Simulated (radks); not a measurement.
Problem. The mean radii <r> (bohr) of the occupied orbitals of an atom or ion are listed with their occupations. Method: Dirac Kohn-Sham, PBE, spin-unpolarised, spherical densities, point nucleus; computed with a radial shooting solver on a logarithmic mesh with Libxc functionals.

| orbital | occ. | <r> |
|---|---|---|
| 1s1/2 | 2 | 0.05409 |
| 2s1/2 | 2 | 0.2447 |
| 2p1/2 | 2 | 0.2131 |
| 2p3/2 | 4 | 0.2163 |
| 3s1/2 | 2 | 0.7438 |
| 3p1/2 | 2 | 0.7783 |
| 3p3/2 | 4 | 0.7888 |
| 3d3/2 | 4 | 1.068 |
| 3d5/2 | 5 | 1.077 |

Name the element and its charge. Open shells, if any, fill j = l - 1/2 first.

Solution. Z = 28, nickel, charge +1: Ni+ in [Ar] 3d9. The 1s radius gives Z: for a bare nucleus <r> = (2 gamma + 1)/(2Z) with gamma = sqrt(1 - (Z/c)^2), 0.05282 bohr for Z = 28, and screening makes it slightly larger (0.05409 here). The occupations add up to 27, and the charge is Z minus that.
